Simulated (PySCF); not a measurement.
Coordinates in bohr (charge 0 multiplicity 1):
```
Pb    0.0000    0.0000    0.0000
Se    0.0000    0.0000    4.4839
Se    0.0000    0.0000   -4.4839
```

Level of theory: PBE0 in PySCF with Pb def2-TZVP with ECP60, Se def2-TZVP; scalar-relativistic core potentials, no spin–orbit coupling; density-fitted integrals.

This geometry of PbSe₂ is a stationary point at this level.

(1) What is the point group?

(2) Is it a minimum?

(3) List the harmonic modes with their infrared intensities.

Answers

(1) D∞h.

(2) Yes: all harmonic wavenumbers are real, though the softest, 59 cm⁻¹, leaves little margin.

(3) 
```
symmetry  ω (cm⁻¹)  IR (km/mol, summed over degenerate members)     type
      πu        59                                          4.5     bend
     σg+       243                                          0.0  stretch
     σu+       328                                         31.2  stretch
```

No spin–orbit coupling is included, which matters more the heavier the element.
